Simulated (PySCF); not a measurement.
CH2=CFCOOEt, C₅H₇FO₂.
SMILES with atom numbers: `[CH2:1]=[C:2]([F:3])[C:4](=[O:5])[O:6][CH2:7][CH3:8]` (hydrogens: H9, H10 on C1; H11, H12 on C7; H13, H14, H15 on C8)

Computed geometry: GFN2-xTB, gas phase.

(1) What internal coordinates does the optimisation give?

Answers

(1) 
```tsv
bond	length (Å)
C1=C2	1.324
C2–F3	1.345
C2–C4	1.491
C4=O5	1.206
C4–O6	1.325
O6–C7	1.429
C7–C8	1.516
C1–H9	1.074
C1–H10	1.075
C7–H11, C7–H12	1.096
C8–H13, C8–H14, C8–H15	1.086
```

Bonds in one row agree within 0.01 Å and their mean is given. A selection of angles:
```tsv
angle	degrees
C2–C1–H9	119.1
C2–C1–H10	121.8
H9–C1–H10	119.1
C1–C2–F3	121.4
C1–C2–C4	123.7
F3–C2–C4	114.9
C2–C4–O5	123.1
C2–C4–O6	111.9
O5–C4–O6	125.0
C4–O6–C7	116.7
O6–C7–C8	108.3
O6–C7–H11	108.7
C8–C7–H11	111.6
H11–C7–H12	108.0
C7–C8–H13	110.1
H13–C8–H14	108.6
```

Dihedral angles: C1–C2–C4–O5 0° (synperiplanar); C2–C4–O6–C7 180° (antiperiplanar); C4–O6–C7–C8 180° (antiperiplanar).

The 3 C–C bonds span 1.324 Å (C1=C2, drawn double) to 1.516 Å (C7–C8, drawn single), a spread of 0.192 Å. The 8 heavy atoms lie in one plane (0.001 Å rms). The 3 C–O bonds span 1.206 Å (C4=O5, drawn double) to 1.429 Å (O6–C7, drawn single), a spread of 0.223 Å. Of the pairs four or more bonds apart, O5···H9 is among the closest relative to their van der Waals radii: 2.61 Å, 96 % of the sum of Bondi's values.

Point group: Cs (tolerance 0.08 Å). Not checked by GFN2-xTB frequencies. The numbers are those of one conformer.
